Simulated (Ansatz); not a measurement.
Reaction (SMILES): C[SiH2]C → [CH2-][SiH2]C + H+
Geometries: B3LYP-D3(BJ)/def2-TZVP minima from Ansatz (a quantum-chemistry and plane-wave program), one conformer each, not searched for the lowest.
Geometry of the first species:
SMILES: C[SiH2]C
```xyz
11

Si     0.0842     0.5358     0.0835
C     -1.6066    -0.2779     0.0432
C      1.4496    -0.7206    -0.1988
H      0.1538     1.5883    -0.9636
H      0.2845     1.1995     1.3982
H     -1.7855    -0.7568    -0.9220
H     -1.6892    -1.0432     0.8180
H     -2.4007     0.4529     0.2074
H      1.4315    -1.4952     0.5709
H      1.3352    -1.2088    -1.1691
H      2.4330    -0.2473    -0.1754
```
Charge 0, spin multiplicity 1.

Property: gas-phase deprotonation energy (electronic energy difference), in eV. Cores are frozen in the correlated levels unless marked. Spin-orbit coupling is left out. Non-relativistic. Anions need diffuse functions: aug- sets have them; def2-D sets add few; the other sets have none. Basis-set limits of correlation are two-point, X^-3; Hartree-Fock from the larger set.

CCSD(T)/CBS(aug-cc-pV(T+d)Z,aug-cc-pV(Q+d)Z) (Ansatz) gives 17.33 eV.

**Question.** Another calculation gave 16.86 eV. Which level was it?
(A) PBE/def2-TZVPD (Ansatz)
(B) PBE0/def2-TZVPD (Ansatz)
(C) SVWN5/def2-TZVPD (Ansatz)
(D) LC-wPBE/def2-TZVPD (Ansatz)

**Answer.** C, SVWN5/def2-TZVPD (Ansatz). The others give 17.39 (PBE0), 17.57 (LC-wPBE), 17.20 (PBE) eV.
